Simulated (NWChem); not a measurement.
System meant: C₂H₇HfN; SMILES [CH3][Hf]([CH3])=[NH]

Input file for NWChem:

```
start job
memory heap 200 mb stack 900 mb global 1100 mb
geometry units angstroms noautoz
  Hf    -0.104946     0.011194     0.677925
  N     -1.763502    -0.021840    -0.055606
  H     -2.596698    -0.044381    -0.633918
  C      0.928282     1.760240    -0.249568
  H      0.410999     2.720126    -0.074620
  H      0.965503     1.620654    -1.344565
  H      1.973186     1.862092     0.103910
  C      0.972673    -1.741489    -0.190239
  H      1.009956    -1.635871    -1.289054
  H      0.478379    -2.707641     0.014060
  H      2.018687    -1.806559     0.168643
end
basis spherical
  * library def2-svp
end
dft
  xc b3lyp
  iterations 150
  mulliken
end
task dft energy
```

End of the output:

```
          Convergence Information
          -----------------------
          Convergence aids based upon iterative change in
          total energy or number of iterations.
          Levelshifting, if invoked, occurs when the
          HOMO/LUMO gap drops below (HL_TOL):  1.00D-02
          DIIS, if invoked, will attempt to extrapolate
          using up to (NFOCK): 10 stored Fock matrices.

                    Damping( 0%)  Levelshifting(0.5)       DIIS
                  --------------- ------------------- ---------------
          dE  on:    start            ASAP                start
          dE off:    2 iters        150 iters           150 iters

      Screening Tolerance Information
      -------------------------------
          Density screening/tol_rho:  1.00D-10
          AO Gaussian exp screening on grid/accAOfunc:  14
          CD Gaussian exp screening on grid/accCDfunc:  20
          XC Gaussian exp screening on grid/accXCfunc:  20
          Schwarz screening/accCoul:  1.00D-08

      Superposition of Atomic Density Guess
      -------------------------------------

      charge =      72.0 Hf (Hafnium)

      symmetry species            s     p     d     f
      number of basis functions = 7     6     5     1
      number of cont. functions = 6     3     2     1
      number of closed shells   = 6     4     2     1
      number of open shells     = 0     0     1     0
      open shell occupation     = 0     0     2     0
 ------------------------------------------------------------------------
 atomscf:atomd: error in atom scf                   0
 ------------------------------------------------------------------------
 ------------------------------------------------------------------------
  current input line :
    24: task dft energy
 ------------------------------------------------------------------------
 ------------------------------------------------------------------------
 This error has not yet been assigned to a category
 ------------------------------------------------------------------------
 For more information see the NWChem manual at https://nwchemgit.github.io

0:atomscf:atomd: error in atom scf:Received an Error in Communication
```

### Question
Can this run be used? If not, why, and what is the fix?

### Answer
The run crashed. Cause: the def2 basis of a heavy element holds valence functions alone and wants its effective core potential (without it all electrons must fit into that basis). This input runs:
```
start job
memory heap 200 mb stack 900 mb global 1100 mb
geometry units angstroms noautoz
  Hf    -0.104946     0.011194     0.677925
  N     -1.763502    -0.021840    -0.055606
  H     -2.596698    -0.044381    -0.633918
  C      0.928282     1.760240    -0.249568
  H      0.410999     2.720126    -0.074620
  H      0.965503     1.620654    -1.344565
  H      1.973186     1.862092     0.103910
  C      0.972673    -1.741489    -0.190239
  H      1.009956    -1.635871    -1.289054
  H      0.478379    -2.707641     0.014060
  H      2.018687    -1.806559     0.168643
end
basis spherical
  * library def2-svp
end
ecp
  Hf library def2-ecp
end
dft
  xc b3lyp
  iterations 150
  mulliken
end
task dft energy
```
It converges to -183.08125 Ha (B3LYP/def2-SVP with def2 effective core potentials on Hf).
